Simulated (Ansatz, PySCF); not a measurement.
Gas-phase reaction (SMILES): O[Si](O)(F)F [difluoro(dihydroxy)silane] + O (H2O) -> O[Si](O)(O)F [fluoro(trihydroxy)silane] + F (HF); water cleaves one Si-F bond, a model of a ligand-exchange step.

Structures are relaxed separately at B3LYP-D3(BJ)/def2-TZVP in Ansatz (a first-principles code), one conformer each, not searched for the lowest. Correlated levels leave the core frozen unless marked. Spin-orbit coupling is left out. No relativistic terms. CBS marks a two-point X^-3 extrapolation of the correlation energy; Hartree-Fock from the larger set (for Q and 5 zeta extrapolated as (X+1)exp(-9√X)). Thermal terms are rigid-rotor harmonic-oscillator values from B3LYP-D3(BJ) frequencies (Ansatz or PySCF) at 298.15 K and 1 atm. 1 Eh = 627.5095 kcal/mol.

| species | E, CCSD(T)/CBS(cc-pV(Q+d)Z,cc-pV(5+d)Z) (Ansatz) (Eh) | E, r2SCAN-D4/def2-TZVPD (Ansatz + dftd4) (Eh) | H - E (Eh) |
|---|---|---|---|
| O[Si](O)(F)F | -640.47423 | -641.08440 | 0.04180 |
| O (H2O) | -76.37670 | -76.42298 | 0.02495 |
| O[Si](O)(O)F | -616.44012 | -617.04429 | 0.05355 |
| F (HF) | -100.39528 | -100.44728 | 0.01259 |

Question: Work out ΔE and ΔH at 298.15 K at the first level, then ΔH at the second.

Answer: 
1. ΔE = [(-616.44012) + (-100.39528)] - [(-640.47423) + (-76.37670)] = 0.01553 Eh = 9.7 kcal/mol at CCSD(T)/CBS(cc-pV(Q+d)Z,cc-pV(5+d)Z).
2. The terms H - E add up to -0.00061 Eh, so ΔH = (0.01553 + (-0.00061))×627.5095 = 9.4 kcal/mol.
3. At r2SCAN-D4/def2-TZVPD the same steps give ΔE = 9.9 and ΔH = 9.5 kcal/mol, a shift of +0.1 from the first level.
4. These values are not checked against measurement here, since the tables used lack a sound gas-phase enthalpy of formation for at least one species.
